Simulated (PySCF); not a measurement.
## NMR problem set

[PySCF 2.14: GFN2-xTB structure; shieldings: GIAO PBE0/pcSseg-1; no solvent model; fast rotation and ring inversion assumed for equivalent nuclei; a single conformation; relativity neglected]

Scale: TMS for 1H and 13C (reference shieldings calculated alike). Splittings of carbon signals by F and P are missing where no couplings were computed. Where no couplings were computed, multiplicities follow the n + 1 count of equivalent neighbours, and m marks all less simple cases (inequivalent or close neighbours, rings, F or P nearby). Shifts are as computed. Against solution values, carbons near 30 ppm lie about +3 ppm off and those near 130 ppm about +5 ppm; carbons on Cl a further +6 ppm. Of 1211 compounds with measured shifts, 218 miss one by over three times the rms of a fit or turn the order of signals round; such compounds aren't used in these exercises. Carbons bonded to Cl come out too deshielded.

(1) C$_{8}$H$_{7}$FSi. 1H NMR (600 MHz, computed): δ 8.01 (m, 1H), 7.63 (m, 1H), 7.48 (m, 1H), 7.33 (m, 1H), 6.40 (m, 1H), 4.92 (m, 2H). 13C{1H} NMR (computed): δ 168.3 (C), 154.1 (CH), 143.3 (C), 142.2 (C), 135.1 (CH), 134.3 (CH), 132.6 (CH), 123.4 (CH). Give a structure.

(2) C$_{5}$H$_{5}$F$_{3}$O$_{2}$. 1H NMR (400 MHz, computed): δ 6.84 (m, 1H), 6.80 (m, 1H), 6.25 (m, 1H), 4.79 (m, 1H), 4.69 (m, 1H). 13C{1H} NMR (computed): δ 146.8 (CH), 140.5 (C), 123.0 (CH), 96.9 (CH), 78.7 (CH2). Give a structure.

(3) C$_{5}$H$_{9}$ClOSi. 1H NMR (500 MHz, computed): δ 5.83 (m, 1H), 5.75 (m, 1H), 5.73 (m, 1H), 4.60 (t, 2H), 3.41 (d, 2H), 3.18 (t, 2H). 13C{1H} NMR (computed): δ 241.2 (C), 138.7 (CH), 131.3 (CH2), 61.7 (CH2), 28.3 (CH2). Give a structure.

(4) C$_{6}$H$_{8}$ClF. 1H NMR (600 MHz, computed): δ 7.18 (m, 1H), 4.76 (m, 1H), 2.96 (m, 1H), 2.78 (m, 1H), 1.81 (m, 1H), 1.44 (d, 3H). 13C{1H} NMR (computed): δ 160.1, 136.2, 53.9, 39.9, 33.4, 23.2. Give a structure.

Answers

(1) SMILES c1(F)cccc2c1C=C[SiH2]2. Rings plus π bonds: 6 (2 rings in the answer). 8 carbon signals for 8 carbons: no two carbons are equivalent. Carbon types of the structure: 3 × C, 5 × CH, leaving 2 H on heteroatoms. δC 168.3: aromatic carbon bearing fluorine; σ withdrawal by the attached heteroatom moves it downfield of the ring CH carbons. δC 154.1, 132.6: alkene CH; as expected for a trigonal carbon in a double bond. δC 143.3, 142.2: substituted aromatic carbon. δC 135.1, 134.3, 123.4: aromatic CH.

The shifts were computed for this structure.

(2) `FC(F)OC1=COC[C@H]1F`. The formula gives 2 degrees of unsaturation (1 ring in the answer). 5 carbon signals for 5 carbons: no two carbons are equivalent. Carbon types of the structure: 1 × C, 3 × CH, 1 × CH2, which accounts for all hydrogens. δC 146.8, 140.5: alkene carbon bearing oxygen; an sp2 carbon further deshielded by the attached heteroatom. δC 123.0: sp3 CH bonded to 2 F and O; 3 electronegative neighbours deshield it. δC 96.9: allylic sp3 CH bonded to F; the inductive effect lowers its shielding. δC 78.7: sp3 CH2 bonded to O; pulled downfield by the heteroatom.

This is the structure that produced the data.

(3) `C=CCC(=O)[SiH2]CCl`. The formula gives 2 degrees of unsaturation (no ring in the answer). 5 carbon signals for 5 carbons: no two carbons are equivalent. Carbon types of the structure: 1 × C, 1 × CH, 3 × CH2, leaving 2 H on heteroatoms. δC 241.2: carbonyl carbon. δC 138.7: alkene CH; an sp2 carbon of a C=C bond. δC 131.3: terminal =CH2 carbon; the olefinic region. δC 61.7: sp3 CH2 α to a carbonyl.

The shifts were computed for this structure.

(4) SMILES C[C@@H]1C[C@H](Cl)/C1=C/F. Rings plus π bonds: 2 (1 ring in the answer). 6 carbon signals for 6 carbons: no two carbons are equivalent. Carbon types of the structure: 1 × C, 3 × CH, 1 × CH2, 1 × CH3, which accounts for all hydrogens. δC 160.1: alkene CH; the olefinic region. δC 136.2: fully substituted alkene carbon; an sp2 carbon of a C=C bond. δC 23.2: methyl carbon; a saturated carbon with 1 carbon neighbour and no heteroatom attached. δH 2.96: hydrogen on an allylic sp3 CH; allylic position.

This is the structure that produced the data.
